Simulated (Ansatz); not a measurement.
Ansatz (a program for electronic structure) input:

Ansatz 0.2 input:
```yaml
crystal:
  periodic: [false, false, false]
  atoms:
    - {symbol: In, position_ang: [-0.00278451, 0.00637060, 0.00932422]}
    - {symbol: I, position_ang: [-0.23412873, 2.11711425, -1.68877767]}
    - {symbol: I, position_ang: [0.23019966, -2.10470105, 1.70770940]}
basis:
  gaussian:
    orbitals: def2-TZVP
hamiltonian:
  xc: b3lyp
  dispersion: d3bj
total_charge: 1
relax: {f_tol: 0.002, max_steps: 150}
```

### Question
What final total energy does it print?

### Answer
-785.64426 Eh (B3LYP-D3(BJ)/def2-TZVP). The basis has 150 functions. The run takes very roughly 40 core-seconds.
